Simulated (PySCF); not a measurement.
Species: C4H13N2PSi2.
Geometry (GFN2-xTB, Å), atoms numbered from 1 in this order:
```
atom  x, y, z in Å
C1    -1.5262    1.5321   -0.9450
C2    -2.1393    0.1354   -1.0249
Si3   -1.5942   -1.0067    0.3973
C4    -2.5133   -2.6257    0.2088
N5    -3.0750   -3.6172    0.0901
C6     0.2707   -1.4441    0.3091
N7     1.0927   -0.2637    0.4704
Si8    2.3957    0.1689   -0.5449
P9     2.9924    2.1761    0.2477
H10   -0.4401    1.4813   -0.9613
H11   -1.8297    2.0333   -0.0288
H12   -1.8521    2.1399   -1.7871
H13   -3.2283    0.2240   -1.0234
H14   -1.8706   -0.3169   -1.9830
H15   -1.9453   -0.4795    1.7245
H16    0.5293   -2.2013    1.0594
H17    0.5111   -1.8784   -0.6617
H18    0.9793    0.1775    1.3698
H19    1.9006    0.3047   -1.9234
H20    3.5104   -0.7957   -0.5725
H21    3.6734    2.5365   -0.8960
H22    4.1480    1.7391    0.8632
```

Computed at PBE0/pcSseg-1 (PySCF, non-relativistic), with Q(14N) = 0.02044 b: N5, 14N (I = 1): χzz = -5.544 MHz, η = 0.004; N7, 14N (I = 1): χzz = -5.309 MHz, η = 0.338.

**Question.** Where would the pure quadrupole (NQR) lines of 14N at N5 fall for the rigid, isolated species?

**Answer.** From ν± = (3/4)|χ|(1 ± η/3) and ν0 = |χ|η/2: ν+ 4.164 MHz, ν− 4.152 MHz, ν0 0.011 MHz (cyano nitrogen).

**Question.** Where would the pure quadrupole (NQR) lines of 14N at N7 fall for the rigid, isolated species?

**Answer.** From ν± = (3/4)|χ|(1 ± η/3) and ν0 = |χ|η/2: ν+ 4.431 MHz, ν− 3.533 MHz, ν0 0.898 MHz (silicon-bound nitrogen).

In a crystal, neighbours and librations shift these lines. GFN2-xTB bond lengths can be off by several hundredths of an ångström, more for odd bonds, and the gradients follow them. With a basis this small, the couplings can be 20 % off.

One conformer stands for the species.
